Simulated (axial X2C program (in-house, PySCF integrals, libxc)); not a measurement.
**Curves of TeF by EOM-IP-CCSD**

Calculated with an in-house all-electron X2C program for linear molecules (integrals from PySCF): two-component X2C with atomic mean-field Coulomb and Gaunt terms, Gaussian nuclei, basis Te dyall-acv3z, F dyall-av3z with contracted cores.

Energies in eV from the lowest point of the lowest state; states are followed by energy order within each Ω. Reference: TeF⁻, 14 electrons correlated in 92 virtual spinors with an MP2 remainder; levels at this size can be off by some tenths of an eV. Masses 129.906 and 18.998 u.

```csv
R (Å),(1)Ω=3/2,(1)Ω=1/2,(3)Ω=1/2
1.849,0.0447,0.5475,6.5892
1.930,0.0000,0.5118,6.2654
2.010,0.0994,0.6201,5.9666
2.100,0.3222,0.8526,5.6292
2.191,0.6173,1.1569,5.3490
2.312,1.0695,1.6192,5.0782
```

Q: Fit the curves (1)Ω=3/2, (1)Ω=1/2 near their minima.

A: At EOM-IP-CCSD from TeF⁻ (the fit fixes ωe to about one per cent; ωe of higher roots by this method can be off by ten per cent):

| state | Te (cm⁻¹) | Re (Å) | ωe (cm⁻¹) |
| --- | --- | --- | --- |
| (1)Ω=3/2 | 0 | 1.910 | 632.4 |
| (1)Ω=1/2 | 4110 | 1.905 | 639.3 |

For TeF⁻ at CCSD, and between the minima:

Re = 2.006 Å, ωe = 498.6 cm⁻¹; removing the electron costs 2.160 eV without zero-point terms.

No minimum in range: (3)Ω=1/2; the order of states may turn beyond it. T1 of the reference reaches 0.019 (Lee–Taylor). Curves followed by order can swap character. Number of frozen shells: Te 4 s, 3 p, 2 d; F 1 s. Roots with under 60 % one-particle weight at any point are counted in the labels but not shown, and the list ends where the roots sought for some Ω run out; states that need a further excitation are missing and may lie low or lowest. Curves with a minimum but no constants failed the fit check.
